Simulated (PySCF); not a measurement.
# Magnetic susceptibility: `CCC[C@@H](C)[C@@H](C)CC`, C9H20

Molfile (atoms numbered from 1):
```
C9H20
     RDKit          3D

 29 28  0  0  0  0  0  0  0  0999 V2000
    3.2862    0.4890    1.1798 C   0  0  0  0  0  0  0  0  0  0  0  0
    2.2459    0.7406    0.0939 C   0  0  0  0  0  0  0  0  0  0  0  0
    1.0063   -0.1298    0.2997 C   0  0  0  0  0  0  0  0  0  0  0  0
   -0.1377    0.2089   -0.6617 C   0  0  1  0  0  0  0  0  0  0  0  0
    0.2613   -0.0826   -2.1107 C   0  0  0  0  0  0  0  0  0  0  0  0
   -1.4611   -0.5037   -0.3071 C   0  0  1  0  0  0  0  0  0  0  0  0
   -1.3530   -2.0273   -0.3750 C   0  0  0  0  0  0  0  0  0  0  0  0
   -2.0291   -0.1057    1.0630 C   0  0  0  0  0  0  0  0  0  0  0  0
   -2.2735    1.3896    1.2322 C   0  0  0  0  0  0  0  0  0  0  0  0
    4.1751    1.0926    1.0092 H   0  0  0  0  0  0  0  0  0  0  0  0
    3.5807   -0.5586    1.1897 H   0  0  0  0  0  0  0  0  0  0  0  0
    2.8848    0.7394    2.1600 H   0  0  0  0  0  0  0  0  0  0  0  0
    2.6913    0.5300   -0.8796 H   0  0  0  0  0  0  0  0  0  0  0  0
    1.9574    1.7948    0.1076 H   0  0  0  0  0  0  0  0  0  0  0  0
    0.6643    0.0099    1.3265 H   0  0  0  0  0  0  0  0  0  0  0  0
    1.2890   -1.1774    0.1808 H   0  0  0  0  0  0  0  0  0  0  0  0
   -0.3291    1.2848   -0.5898 H   0  0  0  0  0  0  0  0  0  0  0  0
    0.9953    0.6399   -2.4583 H   0  0  0  0  0  0  0  0  0  0  0  0
   -0.6051   -0.0191   -2.7660 H   0  0  0  0  0  0  0  0  0  0  0  0
    0.6935   -1.0759   -2.2048 H   0  0  0  0  0  0  0  0  0  0  0  0
   -2.1922   -0.1876   -1.0623 H   0  0  0  0  0  0  0  0  0  0  0  0
   -0.9971   -2.3533   -1.3480 H   0  0  0  0  0  0  0  0  0  0  0  0
   -0.6762   -2.4025    0.3885 H   0  0  0  0  0  0  0  0  0  0  0  0
   -2.3303   -2.4759   -0.2077 H   0  0  0  0  0  0  0  0  0  0  0  0
   -1.3660   -0.4573    1.8553 H   0  0  0  0  0  0  0  0  0  0  0  0
   -2.9805   -0.6292    1.1885 H   0  0  0  0  0  0  0  0  0  0  0  0
   -1.3381    1.9407    1.2839 H   0  0  0  0  0  0  0  0  0  0  0  0
   -2.8584    1.7777    0.4010 H   0  0  0  0  0  0  0  0  0  0  0  0
   -2.8235    1.5760    2.1523 H   0  0  0  0  0  0  0  0  0  0  0  0
  1  2  1  0
  2  3  1  0
  3  4  1  0
  4  5  1  0
  4  6  1  0
  6  7  1  0
  6  8  1  0
  8  9  1  0
  1 10  1  0
  1 11  1  0
  1 12  1  0
  2 13  1  0
  2 14  1  0
  3 15  1  0
  3 16  1  0
  4 17  1  6
  5 18  1  0
  5 19  1  0
  5 20  1  0
  6 21  1  6
  7 22  1  0
  7 23  1  0
  7 24  1  0
  8 25  1  0
  8 26  1  0
  9 27  1  0
  9 28  1  0
  9 29  1  0
M  END
```

The calculation used PySCF 2.14.0, GIAO HF/pcSseg-1 magnetisability, rotational g tensor and spin-rotation constants, non-relativistic, gas phase. Geometry: GFN2-xTB.

(1) How diamagnetic is it, and how anisotropic?

(2) Split it along the inertial axes a, b, c into diamagnetic and paramagnetic parts about the centre of mass, with the quadrupole moment.

(3) And the rotational g tensor?

## Answers

(1) Isotropic -1914 × 10⁻³⁰ J/T², or -115.3 × 10⁻⁶ cm³/mol; principal values -1939, -1926, -1877 × 10⁻³⁰ J/T², anisotropy 56 × 10⁻³⁰ J/T² (root of half the summed squared differences of the principal values). The susceptibility is in cgs units.

(2) 
```
axis  χ (10⁻⁶ cm³/mol)  diamagnetic (10⁻⁶ cm³/mol)  paramagnetic (10⁻⁶ cm³/mol)  summed x² of all electrons (Å²)  quadrupole Θ (D Å)
   a            -114.7                      -852.2                        737.5                            292.9               +0.38
   b            -115.7                     -1540.2                       1424.5                            130.7               -0.13
   c            -115.4                     -1797.4                       1682.0                             70.1               -0.25
```
Anisotropies 2χaa − χbb − χcc = +1.7 and 2χbb − χaa − χcc = -1.3 × 10⁻⁶ cm³/mol. Θ is traceless in Buckingham's convention.

(3) 
| axis | rotational constant (GHz) | g | nuclear part | electronic part |
| --- | --- | --- | --- | --- |
| a | 1.8712 | +0.0021 | 0.6504 | -0.6483 |
| b | 0.9202 | +0.0016 | 0.6174 | -0.6158 |
| c | 0.7766 | +0.0013 | 0.6149 | -0.6137 |

Asymmetric top; isotopes 12C, 1H; no vibrational averaging.
